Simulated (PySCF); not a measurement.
**Structure from 2D NMR**

Compound of formula C6H8F3NSi. Correlations simulated from computed shifts and the bond graph:

HSQC (one-bond C–H):
```tsv
δH	δC
6.94	117.9
6.89	126.6
6.80	128.4
0.70	-6.9
```

COSY cross peaks (H two or three bonds apart, from the bond graph; peaks can be absent where the dihedral angle is near 90°):
```tsv
δH	δH
6.94	6.80
5.32	0.70
```

HMBC (two and three bonds, from the bond graph):
```tsv
δH	δC
6.94	133.4, 128.4, 126.6, 124.7
6.89	133.4, 128.4, 124.7, 117.9
6.80	126.6, 124.7, 117.9
5.32	128.4, 126.6, -6.9
```

Carbons without hydrogens: δ 133.4, 124.7.

PySCF 2.14.0 with density-fitted response routines calculation with structure optimised with GFN2-xTB and NMR shieldings at PBE0/pcSseg-1/GIAO; fast rotation and ring inversion assumed for equivalent nuclei, non-relativistic, single conformer, no solvent model.

Referencing at the same level of theory: $^{1}$H, $^{13}$C vs TMS.

Exchangeable hydrogens are left out of these lists.

Q: Assemble the structure.

A: SMILES c1(C(F)(F)F)ccn([SiH2]C)c1.

Structure with atom numbers: `[CH3:1][SiH2:2][n:3]1[cH:4][cH:5][c:6]([C:7]([F:8])([F:9])[F:10])[cH:11]1` (H(Xn): hydrogen on atom n).

δC 133.4 is C7, a CF3 carbon. δC 128.4 is C4, an aromatic CH next to a ring nitrogen (δH 6.80). δC 126.6 is C11, an aromatic CH next to a ring nitrogen (δH 6.89). δC 124.7 is C6, a substituted aromatic carbon. δC 117.9 is C5, an aromatic CH (δH 6.94). δC -6.9 is C1, a methyl carbon bonded to Si (δH 0.70). HMBC from δH 6.94 reaches the proton-free carbons C7, C6. HMBC from δH 6.89 reaches the proton-free carbons C7, C6. HMBC from δH 6.80 reaches the proton-free carbon C6. COSY links 6.94–6.80, 5.32–0.70.

This is the structure that produced the data.

Shifts are as computed. Against solution values, carbons near 30 ppm lie about +3 ppm off and those near 130 ppm about +5 ppm. Of 1211 compounds with measured shifts, 218 miss one by over three times the rms of a fit or turn the order of signals round; such compounds aren't used in these exercises.
